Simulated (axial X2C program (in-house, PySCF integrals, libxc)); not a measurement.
## TPSS spin-free against experiment

Computed with an in-house relativistic program for diatomic molecules, spin-free (one-electron X2C) or two-component (2c: spin–orbit coupling with atomic mean-field Coulomb and Gaunt terms, which also bring small scalar terms), in Dyall basis sets with cores contracted in-house; open shells are unrestricted.

Dyall triple-zeta sets (v3z, cv3z or av3z by atom and run).

Measured values: Huber and Herzberg, Constants of Diatomic Molecules (1979). Errors are computed minus measured. MP2 and coupled cluster freeze inner shells, in many runs the outer core of a metal too (1s of Li among them), which lengthens bonds; no counterpoise correction.

```
molecule  state  measured Re (Å)  measured ωe (cm⁻¹)
     CuF    1Σ+          1.74493              622.65
      P₂   1Σg+           1.8934              780.77
      IF    1Σ+          1.90976              610.24
    BrCl    1Σ+          2.13606             444.276
     RbH    1Σ+            2.367              936.94
     LiI    1Σ+          2.39192              498.16
    TlCl    1Σ+          2.48483                 n/a
     AlI    1Σ+           2.5371               316.1
```

TPSS spin-free gives:

```tsv
molecule	Re (Å)	ωe (cm⁻¹)
CuF	1.733	637.6
P₂	1.905	787.4
IF	1.941	601.6
BrCl	2.165	427.0
RbH	2.354	936.5
LiI	2.402	488.4
TlCl	2.531	269.9
AlI	2.571	304.8
```

**Question.** Work out the errors, computed minus measured.

**Answer.** 

```tsv
molecule	error of Re (Å)	error of ωe (%)
CuF	-0.012	2.4
P₂	0.012	0.8
IF	0.031	-1.4
BrCl	0.029	-3.9
RbH	-0.013	0.0
LiI	0.010	-2.0
TlCl	0.046	n/a
AlI	0.034	-3.6
```

**Question.** What are the mean, mean absolute and worst errors of Re over these?

**Answer.** Mean 0.017 Å, mean absolute 0.023 Å, worst 0.046 (TlCl).
